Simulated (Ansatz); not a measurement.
Consider the ligand exchange at a B–O bond: `OBCCO` + H–F → `OCCBF` + H₂O.

Isolated molecules relaxed with PBE0-D4/def2-TZVP in Ansatz; ΔE leaves out vibrations. CCSD(T)/CBS adds triple-zeta CCSD(T) − MP2 to the extrapolated MP2 energy (def2 sets, frozen cores). This one scheme is used for every species. Each species was taken in one conformer, which may not be the lowest.

```json
{"species": "`OBCCO`", "HF/CBS(def2) energy (Eh)": "-254.38750"}
{"species": "H–F", "HF/CBS(def2) energy (Eh)": "-100.07071"}
{"species": "`OCCBF`", "HF/CBS(def2) energy (Eh)": "-278.39779"}
{"species": "H₂O", "HF/CBS(def2) energy (Eh)": "-76.06721"}
```

Q: Work out ΔE.

A: ΔE = (-278.39779) + (-76.06721) − (-254.38750) − (-100.07071) = -0.00679 Eh = -17.8 kJ/mol. CCSD(T)/CBS gives -7.9 kJ/mol.

Largest T1 diagnostic among the species: 0.012.

In def2-TZVPP, CCSD(T) changes the Hartree–Fock value by +9.7 kJ/mol (the triples alone add +1.3 kJ/mol) and MP2 by +12.0 kJ/mol.
